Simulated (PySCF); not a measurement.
Constitutional and geometric isomers with formula CH6Si2. All species are isolated molecules in the gas phase. Strings in code marks are SMILES.

The LUMO from two functionals at the same geometries (PBE0-D3(BJ)/def2-TZVP), both in PySCF: PBE-D3(BJ)/def2-TZVP and PBE0-D3(BJ)/def2-TZVP. 

```csv
species,PBE-D3(BJ)/def2-TZVP (eV),PBE0-D3(BJ)/def2-TZVP (eV)
`C[SiH]=[SiH2]`,-2.30,-1.58
`C=[SiH][SiH3]`,-2.34,-1.53
`C1[SiH2][SiH2]1`,-0.96,-0.14
`C(=[SiH2])[SiH3]`,-2.45,-1.64
```

Over these rows, drawn at random from the members with no instability flagged (it was tested for open shells, ions and some series alone), PBE minus PBE0-D3(BJ): mean -0.79 eV, from -0.82 eV to -0.72 eV.
